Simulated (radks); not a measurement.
The numbers below are computed, except where a source is named.
Spherical jellium clusters: N electrons in a uniform positive sphere of charge N and radius rs N^(1/3), rs = 4.71 bohr. Level of theory: non-relativistic Kohn-Sham, LDA (Slater exchange, Perdew-Wang correlation), spin-polarised, spherical densities (a radial shooting solver with Libxc functionals). Levels are named by radial order and angular momentum (1s, 1p, 1d, 2s, ...), and open shells are averaged over m.

N = 21, configuration 1s2 1p6 1d10 2s2 1f(up 1, down 0). This is the lowest configuration that the search found. Occupied and some empty levels:

| level | occupation | eigenvalue (eV) | <r> (bohr) |
|---|---|---|---|
| 1s up | 1 | -4.1702 | 8.442 |
| 1s down | 1 | -4.1337 | 8.358 |
| 1p up | 3 | -3.6791 | 9.623 |
| 1p down | 3 | -3.6320 | 9.586 |
| 1d up | 5 | -3.0080 | 10.49 |
| 1d down | 5 | -2.9553 | 10.48 |
| 2s up | 1 | -2.5004 | 8.298 |
| 2s down | 1 | -2.4774 | 8.341 |
| 1f up | 1 | -2.1962 | 11.27 |
| 1f down | 0 | -2.1418 | 11.28 |
| 2p up | 0 | -1.5810 | 10.25 |
| 2p down | 0 | -1.5558 | 10.27 |
| 1g up | 0 | -1.2790 | 12.08 |
| 1g down | 0 | -1.2260 | 12.11 |
| 2d up | 0 | -0.73377 | 12.71 |
| 2d down | 0 | -0.70870 | 12.77 |

Energy (eV): total -39.0948, kinetic 26.854, external -1099.2, Hartree 545.91, exchange-correlation -66.747, background 554.09.

Electron density:

| r (bohr) | n(r) (e/bohr^3) |
|---|---|
| 0.411 | 0.003248 |
| 1.45 | 0.003079 |
| 2.48 | 0.002777 |
| 3.51 | 0.002450 |
| 4.55 | 0.002219 |
| 5.58 | 0.002165 |
| 6.62 | 0.002293 |
| 7.65 | 0.002512 |
| 8.68 | 0.002655 |
| 9.72 | 0.002550 |
| 10.8 | 0.002129 |
| 11.8 | 0.001498 |
| 12.8 | 0.0008734 |
| 13.8 | 0.0004365 |
| 14.9 | 0.0001942 |
| 15.9 | 0.00008095 |
| 16.9 | 0.00003209 |
| 18.0 | 0.00001219 |
| 19.0 | 4.569e-06 |
| 20.1 | 1.674e-06 |
